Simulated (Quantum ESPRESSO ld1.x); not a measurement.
The numbers below are computed, except where a source is named.
Question: These are the eigenvalues of the occupied orbitals of an atom or ion with whole-number occupations (eV). Code: ld1.x of Quantum ESPRESSO 7.5. Model: Dirac Kohn-Sham, LDA (Slater exchange, Hedin-Lundqvist correlation), spin-unpolarised, spherical densities, point nucleus.

| orbital | eigenvalue |
|---|---|
| 1s1/2 | -43977.130 |
| 2s1/2 | -7663.101 |
| 2p1/2 | -7288.848 |
| 2p3/2 | -6769.098 |
| 3s1/2 | -2151.721 |
| 3p1/2 | -1992.758 |
| 3p3/2 | -1887.128 |
| 3d3/2 | -1612.055 |
| 3d5/2 | -1588.988 |
| 4s1/2 | -867.250 |
| 4p1/2 | -804.035 |
| 4p3/2 | -775.291 |
| 4d3/2 | -670.193 |
| 5p1/2 | -432.529 |

Which element is it, and in what charge state? The configuration may be excited. Open shells, if any, fill j = l - 1/2 first.

Answer: Z = 60, neodymium, charge +22: Nd22+ in [Kr] 4d1 5p1. The list shows which subshells hold electrons but not how many an open one holds; the 1s level, -1616.1 hartree, gives Z - s = 56.9 by -(Z - s)^2/2, which with screening and relativity narrows Z to a few neighbours, and the depths of the outer levels then fix element, charge and occupations together.
